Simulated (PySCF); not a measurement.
## Frontier levels across methods

Species: C₂H₅NO₂Si.
Z-matrix (Å and degrees, PBE0-D3(BJ)/def2-SVP geometry), rows numbered from 1:
```
O 
C   1  1.2049
C   2  1.5068  1  120.67
N   3  1.2612  2  122.07  1     3.46
Si  4  1.7758  3  128.25  2     0.18
O   5  1.6619  4  105.30  3   171.27
H   2  1.1164  1  121.70  3  -179.40
H   3  1.1074  2  116.53  1  -175.77
H   5  1.4835  4  114.15  3    56.68
H   5  1.4919  4  106.85  3   -70.08
H   6  0.9621  5  115.14  4    36.01
```

Basis pcSseg-2 throughout (PySCF), one geometry. The structure is a single PBE0-D3(BJ)/def2-SVP conformer in the gas phase; no vibrational or solvent corrections.

Q: How do the orbital energies, the gap and the dipole change with the method?

A: 
| method | kind | HOMO (eV) | LUMO (eV) | gap (eV) | μ (D) | SCF cycles |
| --- | --- | --- | --- | --- | --- | --- |
| BLYP | GGA | -6.02 | -3.92 | 2.10 | 3.23 | 17 |
| OPBE | GGA | -6.03 | -3.96 | 2.07 | 3.12 | 18 |
| PBE | GGA | -6.10 | -4.06 | 2.04 | 3.20 | 18 |
| B97-D | GGA | -6.11 | -3.96 | 2.15 | 3.23 | 17 |
| BP86 | GGA | -6.21 | -4.14 | 2.07 | 3.23 | 18 |
| LDA | LDA | -6.24 | -4.32 | 1.92 | 3.28 | 18 |
| KT3 | GGA | -6.25 | -3.97 | 2.27 | 3.15 | 18 |
| KT2 | GGA | -6.25 | -3.99 | 2.26 | 3.20 | 19 |
| B97-2 | global hybrid | -7.24 | -3.09 | 4.15 | 3.42 | 15 |
| B3LYP | global hybrid | -7.31 | -3.27 | 4.04 | 3.44 | 15 |
| PBE0 | global hybrid | -7.51 | -3.03 | 4.47 | 3.45 | 15 |
| mPW1PW91 | global hybrid | -7.54 | -3.04 | 4.50 | 3.46 | 15 |
| BHandHLYP | global hybrid | -8.89 | -1.88 | 7.02 | 3.69 | 13 |
| CAM-B3LYP | range-separated hybrid | -8.93 | -1.85 | 7.08 | 3.59 | 14 |
| wB97X-D | range-separated hybrid | -9.38 | -1.18 | 8.20 | 3.57 | 15 |
| LC-wPBE | range-separated hybrid | -10.22 | -0.66 | 9.57 | 3.67 | 15 |
| HF | Hartree–Fock | -11.06 | 0.95 | 12.01 | 4.01 | 13 |

The HOMO spans 5.04 eV, from BLYP down to HF, and the gap runs from 1.92 eV (LDA) to 12.01 eV (HF). Over the methods BLYP (0 %), OPBE (0 %), PBE (0 %), B97-D (0 %), BP86 (0 %), LDA (0 %), KT3 (0 %), KT2 (0 %), B97-2 (21 %), B3LYP (20 %), PBE0 (25 %), mPW1PW91 (25 %), BHandHLYP (50 %), HF (100 %), a straight line through the gap against the share of exact exchange rises by 0.99 eV for each 10 % (correlation coefficient 0.999). The dipole ranges from 3.12 D (OPBE) to 4.01 D (HF). This basis has no diffuse functions.
